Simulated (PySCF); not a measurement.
# Quadrupolar nuclei of `[SiH3][C@@H]1CC[C@H](Cl)C1` in NMR

Species: C₅H₁₁ClSi.
Geometry (GFN2-xTB, Å), atoms numbered from 1 in this order:
```
atom  x, y, z in Å
Si1    1.4035   -0.5604   -1.9507
C2     0.7050    0.0694   -0.2965
C3     0.1860   -1.0309    0.6329
C4    -0.7035   -0.2994    1.6492
C5    -1.0769    1.0364    0.9853
Cl6   -2.8426    1.3134    0.9859
C7    -0.5202    0.9716   -0.4361
H8     2.5277   -1.4562   -1.6761
H9     1.8551    0.5845   -2.7412
H10    0.3479   -1.2841   -2.6614
H11    1.4770    0.6326    0.2397
H12   -0.4103   -1.7457    0.0636
H13    0.9943   -1.5772    1.1163
H14   -0.1639   -0.1136    2.5780
H15   -1.5929   -0.8791    1.8914
H16   -0.6549    1.8817    1.5327
H17   -1.2552    0.5046   -1.0939
H18   -0.2850    1.9589   -0.8308
```

Computed at PBE0/pcSseg-1 (PySCF, non-relativistic):

```csv
atom,environment,nucleus,spin I,Q (b),CQ = χzz (MHz),η
Cl6,alkyl chlorine,35Cl,3/2,-0.0817,-73.343,0.004
```

Give the quadrupolar product PQ = |CQ|√(1 + η²/3), the quadrupolar frequency νQ = 3|CQ|/[2I(2I − 1)] and the Larmor frequency ν0 = |g| × 7.62259 MHz/T × B at 18.8 T, with g(35Cl) = 0.54792.

```
atom  PQ (MHz)  νQ (MHz)  ν0 (MHz)  νQ/ν0
 Cl6     73.34     36.67     78.52  0.467
```

For Cl6: PQ = 73.34 × 1.0000, νQ = 73.34 × 0.5000, ν0 = 4.1765 MHz/T × 18.8 T.

For Cl6 νQ isn't small against ν0, so the high-field expansions of solid-state NMR fail there at this field.

Quadrupolar 1/T1 and linewidth for τc = 4 ps (extreme narrowing, isotropic tumbling)?

Rate = (3π²/10) PQ² τc (2I + 3)/[I²(2I − 1)], the same for T1 and T2; width = rate/π.

```json
{"site": "35Cl at Cl6", "spin factor (2I + 3)/[I²(2I − 1)]": "1.333", "1/T1 (s⁻¹)": "84900", "T1 (ms)": "0.0118", "linewidth (Hz)": "27000"}
```

The couplings are those of the rigid, isolated species; surroundings and motion change them. GFN2-xTB bond lengths can be off by several hundredths of an ångström, more for odd bonds, and the gradients follow them. A larger basis could move these couplings by a tenth or more.

One conformer stands for the species.
